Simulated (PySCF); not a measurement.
**Spinor energies of V¹⁴⁺ (vanadium, charge +14)**

Start: [He] 2s2 2p5; 2p1/2 filled at m_j = -1/2, +1/2; 2p3/2 filled at m_j = -1/2, +1/2, +3/2. Calculated with PySCF 2.14 in an even-tempered Gaussian basis (18 s from 2.6 bohr⁻², ratio 2.4; 11 p from 3.4 bohr⁻², ratio 2.4; 5 d from 17 bohr⁻², ratio 2.6; 5 f from 25 bohr⁻², ratio 2.6): generalised Hartree-Fock with the X2C-1e Hamiltonian and a Gaussian nucleus; one run each with spin-orbit coupling (SO) switched off, then screened by Boettger's factors.

| spinor shell | electrons | ε, spin-free (eV) | ε, screened SO (eV) | weight of nominal j (screened SO) | rms radius, screened SO (bohr) |
| --- | --- | --- | --- | --- | --- |
| 1s1/2 | 2 | -6006.4 | -6006.0 | 1.000 | 0.0766 |
| 2s1/2 | 2 | -1081.4 | -1081.3 | 1.000 | 0.323 |
| 2p1/2 | 2 | -984.59 | -990.30 | 0.876 | 0.288 |
| 2p3/2 | 3 | -984.59 | -981.52 | 0.917 | 0.290 |

```json
{"quantity": "E (hartree)", "spin-free": "-844.14135", "screened SO": "-844.24037"}
{"quantity": "M_J", "spin-free": "3/2", "screened SO": "3/2"}
{"quantity": "⟨J²⟩", "spin-free": "3.750", "screened SO": "3.750"}
{"quantity": "⟨L²⟩", "spin-free": "2.000", "screened SO": "2.000"}
{"quantity": "⟨S²⟩", "spin-free": "0.750", "screened SO": "0.750"}
```

Each row is a mean over spinors that exchange with the open shell spreads, by up to 17.037 eV (2s1/2).

Rows whose weight is well below 1 are mixtures of j = l ± 1/2: exchange outweighs spin-orbit coupling there, and the label is only the starting occupation.

Without spin-orbit coupling the j labels of p, d and f shells carry no meaning; the spin-free column gives the mean over the occupied spinors of each nl shell.
